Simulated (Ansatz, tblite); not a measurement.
Removing and adding an electron: the cluster AgF2 (the lowest doublet isomer of a short search). Charge 0, multiplicity 2. Geometry: PBE-D4/def2-TZVP. Ansatz, gas phase; energy differences of separate SCF runs; the oxidised species is a triplet (the singlet lies 0.77 eV higher at PBE0-D4/def2-TZVP); the reduced species is a singlet (the triplet lies 4.07 eV higher at PBE0-D4/def2-TZVPD).

```csv
atom,x (Å),y (Å),z (Å)
Ag1,0.000,0.000,0.000
F2,0.369,-1.808,0.594
F3,-0.369,1.808,-0.594
```

In the def2 sets Ag takes a core potential; there is no spin–orbit coupling. The xTB rows come from tblite. Correlated methods freeze 2 core orbitals; core or outer-core shells of Ag are correlated, in sets that lack core-valence functions. HOMO above LUMO, or a gap near zero within one spin, warns that the state may not be the lowest or that an electron is smeared out. The structure comes from a short search, and lower isomers may exist.

```json
{"level": "GFN1-xTB", "−HOMO (eV)": "–", "vertical IE (eV)": "16.84", "−LUMO (eV)": "–", "vertical EA (eV)": "7.95", "HOMO–LUMO gap (eV)": "–", "IE − EA (eV)": "8.89", "remarks": "–"}
{"level": "PBE-D4/def2-TZVP", "−HOMO (eV)": "7.89", "vertical IE (eV)": "11.79", "−LUMO (eV)": "7.78", "vertical EA (eV)": "–", "HOMO–LUMO gap (eV)": "0.10", "IE − EA (eV)": "–", "remarks": "gap within one spin near zero (+1 triplet), gap within one spin near zero (doublet)"}
{"level": "PBE-D4/def2-TZVPD", "−HOMO (eV)": "7.95", "vertical IE (eV)": "–", "−LUMO (eV)": "7.84", "vertical EA (eV)": "4.19", "HOMO–LUMO gap (eV)": "0.11", "IE − EA (eV)": "–", "remarks": "gap within one spin near zero (doublet)"}
{"level": "r2SCAN-D4/def2-TZVP", "−HOMO (eV)": "8.16", "vertical IE (eV)": "11.95", "−LUMO (eV)": "7.74", "vertical EA (eV)": "–", "HOMO–LUMO gap (eV)": "0.41", "IE − EA (eV)": "–", "remarks": "–"}
{"level": "r2SCAN-D4/def2-TZVPD", "−HOMO (eV)": "8.21", "vertical IE (eV)": "–", "−LUMO (eV)": "7.77", "vertical EA (eV)": "4.21", "HOMO–LUMO gap (eV)": "0.45", "IE − EA (eV)": "–", "remarks": "–"}
{"level": "MP2/def2-TZVPD", "−HOMO (eV)": "–", "vertical IE (eV)": "–", "−LUMO (eV)": "–", "vertical EA (eV)": "4.81", "HOMO–LUMO gap (eV)": "–", "IE − EA (eV)": "–", "remarks": "–"}
```

**Question.** Estimate the rows for GFN2-xTB, HF/def2-TZVPD, PBE0-D4/def2-TZVP, PBE0-D4/def2-TZVPD, CCSD/def2-TZVPD, CCSD(T)/def2-TZVPD.

**Answer.** 
| level | −HOMO (eV) | vertical IE (eV) | −LUMO (eV) | vertical EA (eV) | HOMO–LUMO gap (eV) | IE − EA (eV) |
| --- | --- | --- | --- | --- | --- | --- |
| GFN2-xTB | – | 16.95 | – | 8.45 | – | 8.50 |
| HF/def2-TZVPD | – | – | – | 3.26 | – | – |
| PBE0-D4/def2-TZVP | 9.72 | 12.23 | 6.86 | – | 2.87 | – |
| PBE0-D4/def2-TZVPD | 9.79 | – | 6.88 | 4.32 | 2.91 | – |
| CCSD/def2-TZVPD | – | – | – | 4.33 | – | – |
| CCSD(T)/def2-TZVPD | – | – | – | 4.35 | – | – |

   HOMO and LUMO are the levels of the spin that leaves or enters (xTB has no such levels and no spin-polarisation term). Other spin states of the ions may lie lower, which would lower the ionisation energy or raise the affinity. Raw xTB energy differences between charge states are shifted by several eV; the methods need an empirical correction for them.
